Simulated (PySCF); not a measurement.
SMILES CC(C)[O][Ga]([O]C(C)C)[O]C(C)C (GFN2-xTB optimised geometry):

```
34

Ga    -0.986    -0.142     0.000
O     -2.072    -1.535     0.028
C     -1.795    -2.855     0.446
C     -3.054    -3.679     0.170
C     -1.421    -2.896     1.925
H     -0.964    -3.275    -0.143
H     -3.884    -3.276     0.745
H     -2.890    -4.717     0.447
H     -3.305    -3.624    -0.885
H     -0.543    -2.266     2.092
H     -2.243    -2.506     2.520
H     -1.196    -3.913     2.238
O      0.792    -0.142     0.000
C      1.738    -1.164    -0.231
C      3.117    -0.578     0.075
C      1.656    -1.664    -1.671
H      1.554    -2.010     0.449
H      3.314     0.259    -0.590
H      3.884    -1.336    -0.060
H      3.145    -0.219     1.101
H      0.644    -2.022    -1.871
H      1.876    -0.849    -2.357
H      2.362    -2.474    -1.836
O     -1.795     1.415     0.000
C     -1.210     2.643    -0.401
C     -2.199     3.744    -0.022
C     -0.922     2.641    -1.898
H     -0.267     2.805     0.141
H     -3.136     3.589    -0.551
H     -1.792     4.717    -0.282
H     -2.395     3.711     1.046
H     -0.233     1.824    -2.122
H     -1.846     2.481    -2.451
H     -0.474     3.583    -2.205
```

Method: PySCF with B3LYP/def2-SVP.

Problem. What are the frontier orbital energies and the dipole moment?

Solution. HOMO-2 -7.47 eV, HOMO-1 -7.40 eV, HOMO -7.25 eV, LUMO -0.56 eV, LUMO+1 0.13 eV; dipole moment 2.14 D.

On the same geometry PBE/def2-SVP (PySCF 2.14.0) gives HOMO-2 -6.21 eV, HOMO-1 -6.09 eV, HOMO -5.96 eV, LUMO -1.23 eV, LUMO+1 -0.43 eV; dipole moment 2.00 D.

Meta-Löwdin charges at B3LYP/def2-SVP: Ga1 0.94, O2 -0.55, C3 0.18, C4 -0.28, C5 -0.29, H6 0.06, H7 0.10, H8 0.09, H9 0.10, H10 0.09, H11 0.10, H12 0.10, O13 -0.57, C14 0.18, C15 -0.28, C16 -0.29, H17 0.07, H18 0.10, H19 0.09, H20 0.10, H21 0.09, H22 0.09, H23 0.10, O24 -0.55, C25 0.18, C26 -0.28, C27 -0.29, H28 0.07, H29 0.10, H30 0.09, H31 0.10, H32 0.09, H33 0.09, H34 0.10.
